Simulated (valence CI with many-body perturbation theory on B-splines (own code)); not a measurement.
## Level structure of Sm⁴⁰⁺

Computed by configuration interaction combined with many-body perturbation theory (CI+MBPT): four valence electrons over a frozen Dirac-Fock core [Ar], radial functions for each j: 7 s, 7 p, 8 d, 6 f, 4 g, 1 h, with the one-electron correlation potential Σ1 (screened to all orders), the two-electron term Σ2, the three-electron term Σ3, Breit, model QED; selected single and double excitations, second order for the rest, scaled by the run's own slope (own B-spline code, finite nucleus).

The last digits are not significant, and no measured levels were compared; by estimate large intervals hold to a few tenths of a per cent, small ones and those within an open d or f shell to about a per cent. Only levels of the ground parity were solved; by the run's estimate the other parity begins above the list, which can be wrong where configurations are misplaced.

Levels 1 to 31 of 31, with energies above the lowest level, (3d3/2^4) J=0. "Leading %" is the weight of the configuration and term that name the level; weights of strongly mixed levels are sums over their largest components and can fall short, so below about 35 % the name and the second component can differ from the true leading terms, or belong to a minority configuration. In the jj column 3d3/2^4 stands for four electrons in 3d with j = 3/2.

```tsv
No.	Configuration	Term	J	E (cm⁻¹)	Leading %	Leading jj	Second component
1	3d4	3P	0	0	57	3d3/2^4 (97 %)	32 % 3d4 5D
2	3d4	5D	1	193890	64	3d3/2^3 3d5/2 (97 %)	36 % 3d4 3P
3	3d4	3F	4	273510	30	3d3/2^3 3d5/2 (96 %)	22 % 3d4 3H
4	3d4	5D	2	274040	54	3d3/2^3 3d5/2 (81 %)	13 % 3d4 3F
5	3d4	5D	3	300710	32	3d3/2^3 3d5/2 (85 %)	27 % 3d4 3F
6	3d4	5D	0	446370	63	3d3/2^2 3d5/2^2 (96 %)	20 % 3d4 1S
7	3d4	5D	4	464150	41	3d3/2^2 3d5/2^2 (94 %)	40 % 3d4 3H
8	3d4	5D	2	465160	36	3d3/2^2 3d5/2^2 (85 %)	27 % 3d4 3F
9	3d4	5D	3	478770	44	3d3/2^2 3d5/2^2 (84 %)	41 % 3d4 3G
10	3d4	3H	5	506280	68	3d3/2^2 3d5/2^2 (100 %)	32 % 3d4 3G
11	3d4	3H	6	525620	52	3d3/2^2 3d5/2^2 (98 %)	48 % 3d4 1I
12	3d4	3P	1	527170	47	3d3/2^2 3d5/2^2 (91 %)	34 % 3d4 3D
13	3d4	3G	4	556570	59	3d3/2^2 3d5/2^2 (97 %)	36 % 3d4 1G
14	3d4	3F	3	560570	44	3d3/2^2 3d5/2^2 (93 %)	30 % 3d4 3D
15	3d4	3D	2	566650	37	3d3/2^2 3d5/2^2 (94 %)	30 % 3d4 3P
16	3d4	3F	2	643540	44	3d3/2^2 3d5/2^2 (89 %)	30 % 3d4 3P
17	3d4	3F	4	666640	57	3d3/2^2 3d5/2^2 (71 %)	20 % 3d4 5D
18	3d4	3F	3	732540	46	3d3/2 3d5/2^3 (94 %)	22 % 3d4 5D
19	3d4	1G	4	736160	31	3d3/2 3d5/2^3 (69 %)	26 % 3d4 3F
20	3d4	3P	2	745140	48	3d3/2^2 3d5/2^2 (84 %)	28 % 3d4 1D
21	3d4	3D	1	764900	60	3d3/2 3d5/2^3 (93 %)	24 % 3d4 3P
22	3d4	3G	5	766180	68	3d3/2 3d5/2^3 (100 %)	32 % 3d4 3H
23	3d4	1I	6	773580	52	3d3/2 3d5/2^3 (98 %)	48 % 3d4 3H
24	3d4	3P	0	795290	58	3d3/2 3d5/2^3 (62 %)	42 % 3d4 1S
25	3d4	3F	2	823150	52	3d3/2 3d5/2^3 (84 %)	38 % 3d4 3P
26	3d4	1F	3	835100	38	3d3/2 3d5/2^3 (96 %)	35 % 3d4 3D
27	3d4	1S	0	917640	68	3d3/2^2 3d5/2^2 (53 %)	29 % 3d4 3P
28	3d4	3F	3	926040	67	3d3/2 3d5/2^3 (99 %)	30 % 3d4 1F
29	3d4	3P	1	930170	92	3d3/2 3d5/2^3 (97 %)	6 % 3d4 3D
30	3d4	1G	4	935420	73	3d3/2 3d5/2^3 (91 %)	19 % 3d4 3F
31	3d4	1D	2	960070	66	3d3/2 3d5/2^3 (69 %)	24 % 3d4 3P
```

The ionisation energy to 3d3 4F_3/2 of the next ion comes out as 3029.2 eV (NIST: 3028 ± 4 eV (theoretical)). All 31 levels together are meant to be complete up to 998700 cm⁻¹.
